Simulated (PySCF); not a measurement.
**Fractional electron number in Cr (chromium, neutral)**

The 4s alpha orbital of [Ar] 3d5 4s1 is emptied in steps (occupation f), with all orbitals relaxed, ending at [Ar] 3d5. Computed with PySCF 2.14 in aug-cc-pVDZ, with the non-relativistic Hamiltonian (point nucleus). The exact energy is a straight line in f; departures are measured from the line between the end points of the same method.

| f | PBE0 (eV) | r2SCAN (eV) | LC-wPBE (eV) |
| --- | --- | --- | --- |
| 1 | 0.000 | 0.000 | 0.000 |
| 0.8 | -0.332 | -0.413 | 0.015 |
| 0.6 | -0.501 | -0.618 | 0.023 |
| 0.4 | -0.504 | -0.621 | 0.023 |
| 0.2 | -0.338 | -0.417 | 0.014 |
| 0 | 0.000 | 0.000 | 0.000 |

```tsv
method	E(f=0) − E(f=1) (eV)	−ε at f=1 (eV)	−ε at f=0.4 (eV)
PBE0	6.892	4.833	7.295
r2SCAN	7.178	4.589	7.674
LC-wPBE	6.588	6.679	6.564
```

Orbital energy along the path (eV):

```json
{"f": "1", "PBE0": "-4.833", "r2SCAN": "-4.589", "LC-wPBE": "-6.679"}
{"f": "0.8", "PBE0": "-5.638", "r2SCAN": "-5.638", "LC-wPBE": "-6.646"}
{"f": "0.6", "PBE0": "-6.459", "r2SCAN": "-6.660", "LC-wPBE": "-6.608"}
{"f": "0.4", "PBE0": "-7.295", "r2SCAN": "-7.674", "LC-wPBE": "-6.564"}
{"f": "0.2", "PBE0": "-8.149", "r2SCAN": "-8.726", "LC-wPBE": "-6.525"}
{"f": "0", "PBE0": "-9.021", "r2SCAN": "-9.794", "LC-wPBE": "-6.514"}
```

Reference removal energy between the ground levels: 6.767 eV (measured; NIST Atomic Spectra Database, ionization energies).
